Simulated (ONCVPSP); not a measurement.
**Building the ONCV potential for Mn (Z = 25) (PBE, scalar-relativistic).**

Mn, optimised norm-conserving Vanderbilt (ONCV), made with ONCVPSP 4.0.1 (PBE, scalar-relativistic). Core [Ne], reference 3s2 3p6 3d5 4s2. Waves: 3s+4s: rc 1.50 bohr, ncon 4, nbas 8, qcut 8 1/bohr, 2 projectors; 3p: rc 0.90 bohr, ncon 3, nbas 8, qcut 10.8 1/bohr, 2 projectors, debl 2.2 Ha; 3d: rc 1.45 bohr, ncon 3, nbas 8, qcut 10.9 1/bohr, 2 projectors, debl 1.9 Ha. Local part: polynomial inside 0.75 bohr (lpopt 5, dvloc0 -1 Ha). Core correction: Teter function, fcfact 5.75, rcfact 1.45.

- Cutoffs needed: 44 Ha and 56 Ha (the cutoffs (Ha) at which the residual kinetic energy of the hardest occupied pseudo-wave falls to 1 and 0.1 mHa per electron)
- Ghost test: no bound ghost flagged; no localised positive-energy state flagged
- Largest excitation error: +211 meV (all-electron minus pseudo) for 3s2 3p6 3d3 4s0, out of 4 test configurations
- rms error of d²Exc/dni dnj: 2.53 mHa without and 2.14 mHa with the model core
